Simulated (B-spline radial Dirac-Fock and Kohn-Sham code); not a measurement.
## What relativity does to the binding energies of Pt³⁹⁺

System: Pt³⁹⁺ in the configuration 1s2 2s2 2p6 3s2 3p6 3d10 4s2 4p6 4d3.

Both columns are ΔSCF binding energies of the configuration average from a B-spline atomic structure program: non-relativistic Hartree-Fock with a point nucleus, and Dirac-Fock with a finite nucleus and the Coulomb interaction alone, averaged over the two j levels with weights 2j+1.

| shell | Hartree-Fock (eV) | Dirac-Fock (eV) | shift (eV) | shift (%) |
| --- | --- | --- | --- | --- |
| 1s | 73418.4 | 80589.4 | +7170.99 | +9.77 |
| 2s | 13799.4 | 15724.4 | +1924.98 | +13.95 |
| 2p | 13307.1 | 13957.3 | +650.23 | +4.89 |
| 3s | 4549.9 | 5046.8 | +496.90 | +10.92 |
| 3p | 4322.9 | 4514.2 | +191.27 | +4.42 |
| 3d | 3907.3 | 3893.0 | -14.26 | -0.36 |
| 4s | 2084.2 | 2247.1 | +162.96 | +7.82 |
| 4p | 1976.6 | 2042.6 | +65.97 | +3.34 |
| 4d | 1805.4 | 1807.6 | +2.14 | +0.12 |

Relativity binds 1s, 2s, 2p, 3s, 3p, 4s, 4p, 4d more strongly, among those listed most of all 2s in relative terms, and 3d more weakly, because the contracted s and p shells screen the nucleus better.

Values without a named source are computed, but for edge energies of neutral atoms, which are taken from tables.
